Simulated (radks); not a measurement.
Species: the zirconium ion Zr2+. Configuration: [Kr] 4d2 (the NIST ground configuration). All-electron calculation, scalar-relativistic Kohn-Sham, SCAN, spin-polarised, spherical densities, finite nucleus; open shells are filled with parallel spins first (spin-orbit coupling, left out, can overturn this in heavy ions); meta-GGA in the generalised Kohn-Sham scheme; Fermi nuclear charge, rms radius 4.2694 fm. Program: a radial shooting solver on a logarithmic mesh with Libxc functionals.

Normalised radial functions P(r) = r R(r), r in bohr:

r          3d up  4s down    4p up
0.005667  0.0003   0.1278   0.0088
0.007439  0.0006   0.1531   0.0142
0.009764  0.0012   0.1785   0.0229
0.01282   0.0026   0.2000   0.0364
0.01696   0.0056   0.2116   0.0576
0.02226   0.0116   0.2034   0.0879
0.02922   0.0238   0.1651   0.1296
0.03835   0.0476   0.0872   0.1825
0.05034   0.0924  -0.0327   0.2417
0.06607   0.1722  -0.1788   0.2924
0.08672   0.3053  -0.3087   0.3085
0.1147    0.5141  -0.3518   0.2523
0.1506    0.7881  -0.2354   0.0990
0.1977    1.1010   0.0471  -0.1401
0.2595    1.3719   0.3826  -0.3820
0.3406    1.4965   0.5552  -0.4887
0.4471    1.3957   0.3734  -0.3377
0.5915    1.0728  -0.1610   0.0821
0.7765    0.6693  -0.7440   0.5789
1.019     0.3245  -1.0430   0.9139
1.338     0.1168  -0.9299   0.9346
1.756     0.0292  -0.5716   0.6860
2.305     0.0043  -0.2409   0.3645
3.05      0.0003  -0.0620   0.1294
4.003     0.0000  -0.0093   0.0296
5.254     0.0000  -0.0007   0.0038
6.896     0.0000  0.0000   0.0002

3d up: eigenvalue -191.53 eV, 0 radial nodes, <r> = 0.452 bohr, 90 % of the charge inside 0.727 bohr. 4s down: eigenvalue -69.846 eV, 3 radial nodes at r = 0.0471, 0.190, 0.550 bohr, <r> = 1.21 bohr, 90 % of the charge inside 1.77 bohr. 4p up: eigenvalue -48.506 eV, 2 radial nodes at r = 0.170, 0.565 bohr, <r> = 1.37 bohr, 90 % of the charge inside 2.03 bohr.

Empty levels of this run are not shown, since the potential may be unsettled where no density lies.
